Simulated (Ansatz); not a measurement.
Isolated molecules relaxed with PBE0-D4/def2-TZVP in Ansatz; ΔE leaves out vibrations. CCSD(T)/CBS is the MP2 limit (def2-TZVPP, def2-QZVPP) plus CCSD(T) − MP2 in def2-TZVPP, frozen cores. DFT in def2-TZVPP. For Ga, Ge outer-core shells are correlated without core-valence functions, which leaves a few kJ/mol of doubt a bond. Scalar relativity is left out up to krypton. Each species was taken in one conformer, which may not be the lowest.

Consider the cleavage of the Si–Ge bond: `C[CH2][GeH2][SiH3]` + `[OH][Ga]([OH])[Cl]` → `[OH][Ga]([Cl])[O][SiH3]` + `C[CH2][GeH3]`.

CCSD(T)/CBS gives -19.2 kcal/mol.

Task: Another level gave -22.0 kcal/mol. Which?
A. r2SCAN/def2-TZVPP
B. CCSD/def2-TZVPP
C. PBE0-D4/def2-TZVPP
D. SCS-MP2/def2-TZVPP

Result: D. SCS-MP2/def2-TZVPP -22.0, PBE0-D4 -15.8, r2SCAN -18.1, CCSD/def2-TZVPP -20.5 kcal/mol.

Largest T1 diagnostic among the species: 0.013.

From PBE to PBE0 (25 % exact exchange), in def2-TZVPP and without D4, ΔE moves by −2.1 kcal/mol. In def2-TZVPP, CCSD(T) changes the Hartree–Fock value by +7.0 kcal/mol (the triples alone add +0.9 kcal/mol) and MP2 by +6.1 kcal/mol.
